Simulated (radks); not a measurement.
Values are calculated unless marked as measured or tabulated.
Cl+, configuration [Ne] 3s2 3p4. Level of theory: non-relativistic Kohn-Sham, BLYP, spin-polarised, spherical densities, point nucleus; open shells are filled with parallel spins first (a radial shooting solver on a logarithmic mesh with Libxc functionals). Some entries of the table are withheld. Estimate them.

orbital,occ.,eigenvalue (eV),<r^2> (bohr^2),r(max) (bohr)
1s up,1,-2755.102,0.01123,0.05991
1s down,1,-2754.736,0.01123,0.05990
2s up,1,-263.6547,0.2370,(1)
2s down,1,-263.3312,0.2368,(2)
2p up,3,-204.5589,0.2070,(3)
2p down,3,-204.0953,0.2068,(4)
3s up,1,-32.6226,2.559,1.268
3s down,1,-30.4829,2.614,1.268
3p up,3,-20.0924,3.385,1.382
3p down,1,-18.1346,3.578,1.390

Answer. 
(1) 2s up r(max) (bohr): 0.3636
(2) 2s down r(max) (bohr): 0.3637
(3) 2p up r(max) (bohr): 0.3018
(4) 2p down r(max) (bohr): 0.3021
